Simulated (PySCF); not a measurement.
C₆ coefficients of unlike pairs at PBE0

Calculated with PySCF 2.14 from the dipole response of each species, C₆(A,B) = (3/π) ∫ α_A(iu) α_B(iu) du, in atomic units, from isotropic polarisabilities. For ions this is the dispersion term alone; charge-induced terms of lower order in 1/R come first.

```
species      configuration                                                                                 basis     relativity  α (bohr³)  C₆ (like pair)
   Cl³⁺  [Ne] 3s2 3p2 (3P)  aug-cc-pV(Q+d)Z with one added diffuse shell each of s, p, d, f, g type (8s7p6d4f3g)           none      4.379           11.88
    P³⁺      [Ne] 3s2 (1S)                                                              dyall-acv3z (19s12p6d4f)  spin-free X2C      6.756           17.16
     Ni  [Ar] 3d8 4s2 (3F)                                                           aug-cc-pVTZ-DK (8s7p5d3f2g)  spin-free X2C      49.50           397.9
     Sc  [Ar] 3d1 4s2 (2D)                                                           aug-cc-pVTZ-DK (8s7p5d3f2g)  spin-free X2C      128.2            1621
```

(1) Estimate C₆ for Ni with P³⁺.

No spin-orbit coupling is included.

The other pairs:

```json
{"pair": "Ni, Cl³⁺", "C₆": "58.53"}
{"pair": "Sc, P³⁺", "C₆": "139.8"}
{"pair": "Sc, Ni", "C₆": "780.3"}
{"pair": "P³⁺, Cl³⁺", "C₆": "13.88"}
{"pair": "Sc, Cl³⁺", "C₆": "101.0"}
```

Answers

(1) The integral gives 77.52. The combination rule 2 C_A C_B / (C_A α_B/α_A + C_B α_A/α_B) gives 75.85 and the geometric mean 82.64.
